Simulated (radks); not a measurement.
Species: Ar X. Configuration: [He] 2s2 2p5. Calculated with a radial shooting solver on a logarithmic mesh with Libxc functionals: scalar-relativistic Kohn-Sham, r2SCAN, spin-polarised, spherical densities, finite nucleus; open shells are filled with parallel spins first; meta-GGA in the generalised Kohn-Sham scheme; Fermi nuclear charge, rms radius 3.4274 fm.

Normalised radial functions P(r) = r R(r), r in bohr:

| r | 1s up | 2p up |
|---|---|---|
| 0.003129 | 0.4525 | 0.0020 |
| 0.0035 | 0.5022 | 0.0025 |
| 0.003914 | 0.5570 | 0.0031 |
| 0.004413 | 0.6218 | 0.0039 |
| 0.004936 | 0.6883 | 0.0048 |
| 0.005521 | 0.7611 | 0.0060 |
| 0.006176 | 0.8405 | 0.0074 |
| 0.006908 | 0.9269 | 0.0092 |
| 0.007726 | 1.0207 | 0.0113 |
| 0.008642 | 1.1219 | 0.0140 |
| 0.009744 | 1.2389 | 0.0176 |
| 0.0109 | 1.3559 | 0.0217 |
| 0.01219 | 1.4804 | 0.0268 |
| 0.01363 | 1.6119 | 0.0330 |
| 0.01525 | 1.7498 | 0.0406 |
| 0.01706 | 1.8929 | 0.0498 |
| 0.01908 | 2.0400 | 0.0611 |
| 0.02151 | 2.1998 | 0.0759 |
| 0.02406 | 2.3486 | 0.0927 |
| 0.02691 | 2.4940 | 0.1129 |
| 0.0301 | 2.6326 | 0.1372 |
| 0.03367 | 2.7605 | 0.1661 |
| 0.03766 | 2.8731 | 0.2005 |
| 0.04212 | 2.9656 | 0.2410 |
| 0.0475 | 3.0365 | 0.2921 |
| 0.05312 | 3.0710 | 0.3479 |
| 0.05942 | 3.0701 | 0.4121 |
| 0.06646 | 3.0298 | 0.4852 |
| 0.07434 | 2.9473 | 0.5675 |
| 0.08315 | 2.8213 | 0.6589 |
| 0.093 | 2.6529 | 0.7590 |
| 0.1049 | 2.4292 | 0.8747 |
| 0.1173 | 2.1862 | 0.9889 |
| 0.1312 | 1.9191 | 1.1063 |
| 0.1467 | 1.6386 | 1.2232 |
| 0.1641 | 1.3567 | 1.3351 |
| 0.1836 | 1.0860 | 1.4366 |
| 0.2053 | 0.8377 | 1.5221 |
| 0.2315 | 0.6058 | 1.5887 |
| 0.259 | 0.4264 | 1.6212 |
| 0.2896 | 0.2848 | 1.6197 |
| 0.324 | 0.1793 | 1.5813 |
| 0.3624 | 0.1058 | 1.5052 |
| 0.4053 | 0.0581 | 1.3932 |
| 0.4533 | 0.0294 | 1.2504 |
| 0.5111 | 0.0128 | 1.0722 |
| 0.5717 | 0.0053 | 0.8929 |
| 0.6395 | 0.0020 | 0.7126 |
| 0.7153 | 0.0007 | 0.5423 |
| 0.8 | 0.0002 | 0.3914 |
| 0.8948 | 0.0000 | 0.2663 |
| 1.001 | 0.0000 | 0.1697 |
| 1.128 | 0.0000 | 0.0965 |
| 1.262 | 0.0000 | 0.0523 |
| 1.412 | 0.0000 | 0.0259 |
| 1.579 | 0.0000 | 0.0115 |
| 1.766 | 0.0000 | 0.0046 |
| 1.976 | 0.0000 | 0.0016 |
| 2.21 | 0.0000 | 0.0005 |
| 2.491 | 0.0000 | 0.0001 |
| 2.787 | 0.0000 | 0.0000 |
| 3.117 | 0.0000 | 0.0000 |
| 3.486 | 0.0000 | 0.0000 |

1s up: eigenvalue -3390.0 eV, 0 radial nodes, <r> = 0.0857 bohr, 90 % of the charge inside 0.153 bohr. 2p up: eigenvalue -460.30 eV, 0 radial nodes, <r> = 0.357 bohr, 90 % of the charge inside 0.585 bohr.
